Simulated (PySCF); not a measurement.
# Low-lying terms of Ge⁴⁺ (germanium, charge +4)

Ground state [Ar] 3d10, ¹S. Computed with PySCF 2.14 in x2c-TZVPall with one added diffuse shell each of s, p, d type (7s6p5d1f, 57 functions), with scalar relativity by spin-free X2C-1e. Vertical excitation energies in eV without spin-orbit coupling; excited terms of each kind are numbered among those the solver found. Frozen: [Ar].

| term | leading excitation | EOM-EE-CCSD |
| --- | --- | --- |
| 1 3D | 3d → s | 28.998 |
| 1 1D | 3d → s | 29.610 |
| 1 3P° | 3d → p | 40.379 |
| 1 3F° | 3d → p | 40.853 |
| 1 1F° | 3d → p | 41.200 |
| 1 1D° | 3d → p | 41.681 |
| 1 3D° | 3d → p | 41.690 |
| 1 1P° | 3d → p | 41.801 |
| 1 3G | 3d → d | 56.759 |
| 1 1G | 3d → d | 56.920 |
| 2 3D | 3d → d | 57.001 |

The solver can miss terms.
